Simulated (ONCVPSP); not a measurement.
# An all-electron radial function and its pseudo partner (Mg (Z = 12))

Columns: radius, all-electron u(r) and pseudo u(r) of the 2p shell (level -46.61 eV) of magnesium in the configuration [He] 2s2 2p6 3s2; PBE, scalar-relativistic, ONCV scheme, ONCVPSP 4.0.1.

```json
{"r (bohr)": "0.047", "all-electron": "0.0900", "pseudo": "0.0485"}
{"r (bohr)": "0.095", "all-electron": "0.2788", "pseudo": "0.1858"}
{"r (bohr)": "0.142", "all-electron": "0.4837", "pseudo": "0.3790"}
{"r (bohr)": "0.190", "all-electron": "0.6764", "pseudo": "0.5984"}
{"r (bohr)": "0.237", "all-electron": "0.8341", "pseudo": "0.7997"}
{"r (bohr)": "0.285", "all-electron": "0.9597", "pseudo": "0.9660"}
{"r (bohr)": "0.332", "all-electron": "1.0486", "pseudo": "1.0784"}
{"r (bohr)": "0.380", "all-electron": "1.1083", "pseudo": "1.1443"}
{"r (bohr)": "0.427", "all-electron": "1.1406", "pseudo": "1.1704"}
{"r (bohr)": "0.475", "all-electron": "1.1516", "pseudo": "1.1703"}
{"r (bohr)": "0.522", "all-electron": "1.1452", "pseudo": "1.1541"}
{"r (bohr)": "0.570", "all-electron": "1.1250", "pseudo": "1.1279"}
{"r (bohr)": "0.617", "all-electron": "1.0952", "pseudo": "1.0956"}
{"r (bohr)": "0.665", "all-electron": "1.0573", "pseudo": "1.0572"}
{"r (bohr)": "0.712", "all-electron": "1.0151", "pseudo": "1.0150"}
{"r (bohr)": "0.760", "all-electron": "0.9686", "pseudo": "0.9685"}
{"r (bohr)": "0.807", "all-electron": "0.9211", "pseudo": "0.9210"}
{"r (bohr)": "0.855", "all-electron": "0.8716", "pseudo": "0.8715"}
{"r (bohr)": "0.902", "all-electron": "0.8231", "pseudo": "0.8231"}
{"r (bohr)": "0.950", "all-electron": "0.7743", "pseudo": "0.7742"}
{"r (bohr)": "0.997", "all-electron": "0.7275", "pseudo": "0.7274"}
{"r (bohr)": "1.045", "all-electron": "0.6812", "pseudo": "0.6811"}
{"r (bohr)": "1.092", "all-electron": "0.6376", "pseudo": "0.6375"}
{"r (bohr)": "1.140", "all-electron": "0.5949", "pseudo": "0.5949"}
{"r (bohr)": "1.187", "all-electron": "0.5552", "pseudo": "0.5551"}
{"r (bohr)": "1.235", "all-electron": "0.5167", "pseudo": "0.5166"}
```

Problem. How many radial nodes do the two functions have?

Solution. The all-electron 2p function has n − l − 1 = 0; the pseudo-wave has 0.

Problem. At about which radius was the pseudo-wave matched?

Solution. 0.70 bohr. The columns agree to 0.0005 from 0.62 bohr on; several derivatives are matched, so the curves merge somewhat inside the radius.

Problem. Is the pseudo-wave norm-conserving?

Solution. Yes: the ONCV scheme keeps the norm inside the radius equal to the all-electron one, which fixes the energy derivative of the logarithmic derivative at the level.
